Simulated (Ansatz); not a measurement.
`F[CH2][Al]1[CH2][CH]1F` and `F[CH]1[CH2][AlH]1` differ in one atom or group.

Ansatz, PBE0-D4/def2-TZVP geometries, multiplicity 1. Each molecule was computed in one conformer, which needn't be the lowest.

| property | `F[CH2][Al]1[CH2][CH]1F` |
| --- | --- |
| HOMO–LUMO gap (ωB97M-V/def2-TZVPP) / eV | 8.71 |
| LUMO energy (B3LYP/def2-TZVPP) / eV | -1.61 |
| HOMO energy (B3LYP/def2-TZVPP) / eV | -6.12 |
| size of the dipole moment (ωB97M-V/def2-TZVPP) / D | 3.26 |
| LUMO energy (ωB97M-V/def2-TZVPP) / eV | 0.23 |
| HOMO energy (ωB97M-V/def2-TZVPP) / eV | -8.47 |

What does the change do to each property? (Best estimate.)

Computed: 
```tsv
property	`F[CH]1[CH2][AlH]1`	shift
HOMO–LUMO gap (ωB97M-V/def2-TZVPP) / eV	8.40	-0.31
LUMO energy (B3LYP/def2-TZVPP) / eV	-1.85	-0.24
HOMO energy (B3LYP/def2-TZVPP) / eV	-6.07	0.05
size of the dipole moment (ωB97M-V/def2-TZVPP) / D	2.67	-0.59
LUMO energy (ωB97M-V/def2-TZVPP) / eV	-0.02	-0.25
HOMO energy (ωB97M-V/def2-TZVPP) / eV	-8.42	0.05
```

Dipoles are sizes alone; their direction can turn.

B3LYP here is the variant with VWN-RPA as its local correlation; programs differ in this.
